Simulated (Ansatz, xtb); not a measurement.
**Ranking isomers of C5H6OSi**

3 gas-phase structures of C5H6OSi, from a drawn sample of its isomers (lower ones may exist). Each was relaxed with GFN2-xTB; where two conformers were screened, the lower at r2SCAN-D4/def2-SVP is listed:

A. `O=CC1=CC=C[SiH2]1`, a singlet
B. `O=C[SiH]1C=CC=C1`, a singlet
C. `O=CC1=C[SiH2]C=C1`, a singlet

Question: Estimate their order in r2SCAN-D4/def2-SVP energy at these geometries, lowest first.

Answer: Calculated order at r2SCAN-D4/def2-SVP: A (0.000), C (0.097), B (0.532) eV.

Energies above the lowest of each column, in eV; the last columns are at PBE-D3(BJ)/def2-SVP geometries:

```csv
structure,GFN2-xTB,HF/STO-3G,r2SCAN-D4/def2-SVP,PBE-D3(BJ)/def2-SVP,CCSD(T)/def2-SVP + ΔMP2/def2-TZVPP
A,0.000,0.006,0.000,0.000,0.000
C,0.168,0.000,0.097,0.098,0.028
B,0.963,0.071,0.532,0.484,0.377
```

Every level run on A puts it lowest or level with the lowest. Flexible structures stand in one conformer each, not always the lowest. The ΔMP2 step shifts differences by up to 0.138 eV, which makes them less sure. ΔMP2 is the change of the MP2 energy from the smaller to the larger basis.

Programs: Ansatz 0.2.0, xtb 6.7.1.
